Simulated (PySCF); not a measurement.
Compound: C2H7ClGe.
SMILES: `C[C@@H](Cl)[GeH3]`

Method: PySCF, TDDFT wB97X-D/def2-SVPD, vertical, gas phase, core orbitals frozen in the response. Isolated species at its PBE0-D3(BJ)/def2-SVP geometry, gas phase. The wB97X-D/def2-SVPD calculation is non-relativistic and has no spin–orbit coupling, an omission that weighs most on germanium.

Each state is given a Gaussian of 0.25 eV full width at half maximum, with ε(max) = 2.175×10⁸ f / Δν̃ (Δν̃ the width in cm⁻¹). The width is an assumption, not a result. The curve ends short of the highest state used, and states not computed would add to its high-energy end.

```csv
λ (nm),ε (L mol⁻¹ cm⁻¹)
150.1,16706
151.4,15698
152.6,10781
153.8,5338
155.1,1726
156.3,451
157.5,147
158.8,243
160.0,541
161.2,917
162.5,1166
163.7,1091
164.9,800
166.1,499
167.4,311
168.6,248
169.8,214
171.1,161
172.3,103
173.5,60
174.8,58
176.0,131
177.2,330
178.5,746
179.7,1288
180.9,1830
182.2,2171
183.4,2108
184.6,1723
185.9,1150
187.1,671
188.3,336
189.6,135
190.8,50
192.0,16
193.3,4
```

Q: Locate the maxima and give the states behind the curve.

A: 183 nm (6.79 eV), ε about 2200, made up of S1 (100%); 163 nm (7.62 eV), ε about 1200, made up of S3 (100%); 151 nm (8.24 eV), ε about 17000, made up of S4 (86%) (ε in L mol⁻¹ cm⁻¹; maxima over ε = 5, shares over 10%). The states used: S1 6.79 eV (f 0.020); S2 7.32 eV (f 0.0019); S3 7.62 eV (f 0.011); S4 8.21 eV (f 0.138); S5 8.35 eV (f 0.025); S6 8.41 eV (f 0.032); S7 8.70 eV (f 0.028); S8 8.73 eV (f 0.126); S9 8.78 eV (f 0.022); S10 8.86 eV (f 0.029).

Q: Coming from long wavelengths, where does ε first pass 100 L mol⁻¹ cm⁻¹?

A: At about 190 nm (6.53 eV), 0.26 eV below S1.

Q: On this curve, what absorbance would a 10⁻³ mol/L sample give at 193 nm over a 1 cm path?

A: 193 nm is 6.424 eV, where ε is about 5.8 L mol⁻¹ cm⁻¹, so A = ε c l ≈ 0.0058 (Beer–Lambert, with the gas-phase spectrum and the assumed width).

Q: What would ε be at 8.24 eV, the highest of these maxima, with half the width (0.125 eV)?

A: About 27200 L mol⁻¹ cm⁻¹ against 17000, a factor of about 1.6; a lone state at its own centre would give exactly 2.

The vertical ionisation energy (ΔSCF) is 10.12 eV, 1.26 eV above S10.
